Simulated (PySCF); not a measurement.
PySCF job for dibromo(difluoro)methane (CBr2F2), SMILES FC(Br)(F)Br, PBE/pcSseg-1. Coordinates come from a PBE0-D3(BJ)/def2-SVP optimisation.

```python
import numpy as np
from pyscf import gto, scf, dft
from pyscf.prop.nmr import rks as nmr

mol = gto.M(
    atom='''
    F     0.00000001    1.07109652   -1.43517295
    C     0.00000000    0.00000000   -0.66389323
    F    -0.00000000   -1.07109653   -1.43517294
    Br   -1.59934072    0.00000000    0.42594960
    Br    1.59934071   -0.00000000    0.42594961
    ''',
    basis='pcSseg-1',
    charge=0,
    spin=0,
    max_memory=1600,
    verbose=3,
)
mf = dft.RKS(mol, xc='pbe')
mf.grids.level = 3
mf.conv_tol = 1e-10
mf.max_cycle = 100
mf.kernel()
n = nmr.NMR(mf)
n.verbose = 2
n.max_cycle_cphf = 60
sigma = n.kernel()
print('atom   isotropic/ppm   span/ppm')
for i, s in enumerate(sigma):
    w = np.linalg.eigvalsh((s + s.T) / 2)
    print(f'{mol.atom_symbol(i):2s}{i + 1:3d} {w.mean():14.3f} {w[2] - w[0]:11.3f}')
```

Log of the run:

```
converged SCF energy = -5384.54257805122
atom   isotropic/ppm   span/ppm
F   1        136.796     102.509
C   2         23.917      18.334
F   3        136.796     102.509
Br  4       1265.918    2496.729
Br  5       1265.918    2496.729
```

The run converged.
